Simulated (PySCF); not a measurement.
CH8Si3, SMILES `[SiH2]=C([SiH3])[SiH3]` (charge 0, multiplicity 1)

Computed with PBE0-D3(BJ)/def2-TZVP (PySCF).

```yaml
HOMO: -7.11 eV
dipole_moment: 2.10 D
HOMO–LUMO gap: 5.15 eV
LUMO: -1.96 eV
total_energy: -910.9726 Ha
cost: roughly 70 core-seconds
```

```xyz
12

Si    -0.1633     1.8729     0.0234
C     -0.0154     0.1774     0.0020
Si     1.4722    -0.6160     0.7491
Si    -1.3454    -0.8428    -0.7666
H     -1.3215     2.5923    -0.5547
H      0.8564     2.7676     0.6174
H      2.2215    -1.4089    -0.2646
H      2.3873     0.4181     1.3080
H      1.0877    -1.5472     1.8459
H     -1.9400    -1.7807     0.2257
H     -2.4292     0.0306    -1.2973
H     -0.8102    -1.6634    -1.8882
```
Charge 0, spin multiplicity 1.
